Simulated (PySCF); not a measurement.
Molecule: C$_{2}$O$_{2}$W (charge 0, triplet). The spin state was set by rule; other spins were not relaxed. 
Coordinates optimised at B3LYP-D3(BJ)/def2-TZVP (Ansatz):
```xyz
5

W      0.0000     0.0000     0.0000
O     -0.2652     2.3989    -2.0621
C     -0.1736     1.5313    -1.3092
O      0.2652    -2.3989     2.0621
C      0.1736    -1.5313     1.3092
```
Charge 0, spin multiplicity 3.

Dispersion corrections to the total energy (kcal/mol) from the dftd3 and dftd4 libraries through PySCF: D3(BJ) without and D4 with the three-body term, each with the damping fitted for the functional named.

```
functional  D3(BJ)          D4
----------  ------  ----------
PW6B95       -1.80       -2.14
B3LYP        -4.79       -4.24
PBE          -2.34       -2.57
LC-wPBE      -2.66  (withheld)
BP86         -4.73  (withheld)
HSE06        -1.97  (withheld)
HF          -21.88       -8.56
```

Some entries are withheld; supply them.


- LC-wPBE, D4: -2.94
- BP86, D4: -3.58
- HSE06, D4: -2.07
